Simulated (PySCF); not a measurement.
# Dipole response of As⁻ (arsenic, charge -1)

[Ar] 3d10 4s2 4p4, high-spin 3P determinant. Calculation: PySCF 2.14, in aug-cc-pVTZ-DK; the spin-free X2C one-electron Hamiltonian (Gaussian nucleus). Coupled (time-dependent) response in atomic units; α is the mean over directions.

```csv
method,mean α (bohr³),"α xx, yy, zz",C₆ (like pair),S(−4)
UHF,80.36,"62.55, 116.0, 62.55",1027,3337
```

S(−4) is the Cauchy moment in α(ω) = α(0) + S(−4) ω² + …

Spin-orbit coupling is absent.

α(iu) at UHF:

```
u (hartree)  α(iu) (bohr³)
          0          80.36
     0.0500          73.55
      0.100          61.59
      0.200          41.95
      0.300          29.17
      0.500          15.68
      0.750          8.619
       1.00          5.422
       1.50          2.735
       2.00          1.665
       3.00         0.8208
       5.00         0.3294
```

A single London oscillator, α(iu) = α/(1 + u²/ω²), gives C₆ = (3/4) ω α². Matching the computed C₆ needs ω = 4 × 1027 / (3 × 80.36²) = 0.212 hartree.

For an ion, C₆ is the dispersion term alone; charge-induced terms of lower order in 1/R come first.

The components differ because the open shell of this determinant is not spherical; for a pure term their mean is the scalar polarisability.
